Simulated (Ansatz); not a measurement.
# gallium nitride flake of 1 rings (benzene shape) `[NH]1[GaH][NH][GaH][NH][GaH]1` (charge 0, multiplicity 1)

The numbers are results of Ansatz (an electronic-structure program) with CAM-B3LYP-D3(BJ)/def2-SVP // PBE-D3(BJ)/def2-SVP, not measurements.

```yaml
HOMO: -8.21 eV
dipole_moment: 0.00 D
LUMO: 0.76 eV
HOMO–LUMO gap: 8.97 eV
total_energy: -5941.9734 Ha
cost: around 30 core-seconds (rough)
```

```xyz
12

N     -1.5437    -0.8923    -0.0014
Ga    -1.6516     0.9525    -0.0010
N     -0.0009     1.7831     0.0011
Ga     1.6507     0.9541     0.0012
N      1.5446    -0.8908     0.0004
Ga     0.0009    -1.9066    -0.0003
H     -2.4311    -1.4049    -0.0032
H     -3.0105     1.7359    -0.0032
H     -0.0012     2.8079     0.0023
H      3.0087     1.7391     0.0037
H      2.4323    -1.4028     0.0013
H      0.0019    -3.4752    -0.0009
```
